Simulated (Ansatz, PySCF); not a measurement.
Molecule: sum formula AlO$_{2}$H$_{2}$, charge 1, multiplicity 1. It need not be the lowest isomer of its formula. 
Structure (B3LYP-D3(BJ)/def2-TZVP (Ansatz, a first-principles code) minimum search):
```xyz
5

Al     0.0000     0.0000     0.0000
O      1.0839     0.2368    -1.1559
H      1.9742     0.3266    -1.4989
O     -1.0839    -0.2368     1.1559
H     -1.9742    -0.3266     1.4989
```
Charge +1, spin multiplicity 1.

Property: vertical triplet-singlet gap (E(triplet) - E(singlet); each state is the SCF solution reached for its spin), in eV. Correlated levels leave the core frozen unless marked. UHF or UKS for open shells. No spin-orbit coupling. Non-relativistic. 

```tsv
level	program	vertical triplet-singlet gap (eV)
RI-HF/aug-cc-pV(T+d)Z	Ansatz	5.10
SVWN5/def2-TZVPD	Ansatz	5.03
M06-2X/def2-TZVPD	PySCF	5.78
wB97M-V/def2-TZVPD	Ansatz	5.97
B2PLYP/def2-TZVPD	Ansatz	6.10
MP2/aug-cc-pV(D+d)Z	Ansatz	6.47
RI-MP2/aug-cc-pV(T+d)Z	Ansatz	6.59
RI-MP2/aug-cc-pV(Q+d)Z	Ansatz	6.65
CCSD(T)/aug-cc-pV(D+d)Z	Ansatz	6.14
```
